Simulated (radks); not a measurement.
Q: All-electron atom: Ir20+ in [Kr] 4d10 4f11. Calculated with a radial shooting solver on a logarithmic mesh with Libxc functionals: scalar-relativistic Kohn-Sham, LDA (Slater exchange, VWN5 correlation), spin-polarised, spherical densities, finite nucleus; open shells are filled with parallel spins first (spin-orbit coupling, left out, can overturn this in heavy ions); Fermi nuclear charge, rms radius 5.4032 fm. Some entries of the table are withheld. Estimate them.

orbital  occ.  eigenvalue (eV)  r(max) (bohr)  <r> (bohr)
1s down     1        -76554.42        0.01083     0.01745
1s up       1        -76554.41        0.01083     0.01745
2s up       1        -13815.05        0.06235     0.07366
2s down     1        -13814.91        0.06235     0.07366
2p up       3        -12077.93        0.05138     0.06625
2p down     3        -12077.83        0.05138     0.06624
3s up       1        -3617.883         0.1758      0.1905
3s down     1        -3615.332         0.1757      0.1904
3p up       3        -3109.497         0.1745      0.1912
3p down     3        -3106.930         0.1745      0.1911
3d up       5        -2548.260         0.1420      0.1731
3d down     5        -2546.252         0.1419      0.1730
4s up       1        -1152.719         0.3951      0.4181
4s down     1        -1148.607         0.3951      0.4183
4p up       3        -982.8974         0.4140         (1)
4p down     3        -978.9440         0.4141         (2)
4d up       5              (3)         0.4198      0.4612
4d down     5              (4)         0.4200      0.4617
4f up       7        -541.8115            (5)      0.4720
4f down     4        -537.7829            (6)      0.4733

A: 
(1) 4p up <r> (bohr): 0.4420
(2) 4p down <r> (bohr): 0.4423
(3) 4d up eigenvalue (eV): -774.4549
(4) 4d down eigenvalue (eV): -770.6001
(5) 4f up r(max) (bohr): 0.3774
(6) 4f down r(max) (bohr): 0.3779
